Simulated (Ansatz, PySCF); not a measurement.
Species: AsF$_{2}$, charge 0, multiplicity 2. It need not be the lowest isomer of its formula. 
Geometry from a B3LYP-D3(BJ)/def2-TZVP (Ansatz, a program for electronic structure) optimisation:
```
As
F 1 1.7444
F 1 1.7444 2 96.75
```
Charge 0, spin multiplicity 2.

Dipole moments at this geometry, in debye (magnitudes).

```json
[
 {"level": "PBE/def2-TZVPD", "program": "Ansatz", "dipole (D)": "2.03"},
 {"level": "B3LYP/def2-TZVPD", "program": "Ansatz", "dipole (D)": "2.28"},
 {"level": "TPSSh/def2-TZVPD", "program": "PySCF", "dipole (D)": "2.11"},
 {"level": "r2SCANh/def2-TZVPD", "program": "Ansatz", "dipole (D)": "2.14"},
 {"level": "wB97X-V/def2-TZVPD", "program": "Ansatz", "dipole (D)": "2.26"},
 {"level": "CCSD(T)/aug-cc-pVDZ", "program": "Ansatz", "dipole (D)": "2.30"}
]
```
